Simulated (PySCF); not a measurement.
F₂H₃NOSi, SMILES N[Si](O)(F)F. Atoms are numbered in the order given.

```xyz
8

N      1.6887     0.0433     0.0090
Si     0.0064     0.0080     0.0055
O     -0.5601     1.5415    -0.0914
F     -0.4782    -0.7763     1.3278
F     -0.6863    -0.8273    -1.1972
H      2.2259     0.7153    -0.5243
H      2.2555    -0.6806     0.4326
H     -1.4307     1.6514    -0.4912
```
Charge 0, spin multiplicity 1.

Geometry: r2SCAN-D4/def2-SVP. The values are those of a single conformer.

These are PBE0/pcSseg-1 (PySCF) values and carry that method's errors.

GIAO shieldings, no solvent; atoms listed in one row are averaged. δ = σ(ref) − σ: ¹⁵N against NH3 (σ = 267.4 ppm); ²⁹Si against TMS (σ = 352.7 ppm); ¹⁷O against H2O (σ = 334.2 ppm); ¹⁹F against CFCl3 (σ = 167.2 ppm); ¹H against TMS (σ = 31.56 ppm), references at their B3LYP-D3(BJ)/def2-TZVP geometries, non-relativistic.

Problem. Estimate the chemical shifts. (The exact figures need the calculation; the answer reports its results.)

Solution. 
```csv
nucleus,atoms,count,δ (ppm)
¹⁵N,N1,1,18.4
²⁹Si,Si2,1,-65.3
¹⁷O,O3,1,46.2
¹⁹F,F5,1,-150.1
¹⁹F,F4,1,-161.8
¹H,H8,1,2.37
¹H,H6,1,1.36
¹H,H7,1,1.27
```
